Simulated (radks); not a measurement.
Values are calculated unless marked as measured or tabulated.
Task: Al III, configuration [Ne] 4f1 (not the ground configuration). Level of theory: non-relativistic Kohn-Sham, BLYP, spin-polarised, spherical densities, point nucleus; open shells are filled with parallel spins first (a radial shooting solver on a logarithmic mesh with Libxc functionals). Some entries of the table are withheld. Estimate them.

orbital  occ.  eigenvalue (hartree)  r(max) (bohr)
1s up       1                   (1)            (2)
1s down     1                   (3)            (4)
2s up       1              -5.02879            (5)
2s down     1              -5.02875            (6)
2p down     3              -3.63897         0.4267
2p up       3              -3.63893         0.4267
4f up       1              -0.22918          5.208

Result: 
(1) 1s up eigenvalue (hartree): -56.57000
(2) 1s up r(max) (bohr): 0.07868
(3) 1s down eigenvalue (hartree): -56.56997
(4) 1s down r(max) (bohr): 0.07868
(5) 2s up r(max) (bohr): 0.4971
(6) 2s down r(max) (bohr): 0.4971
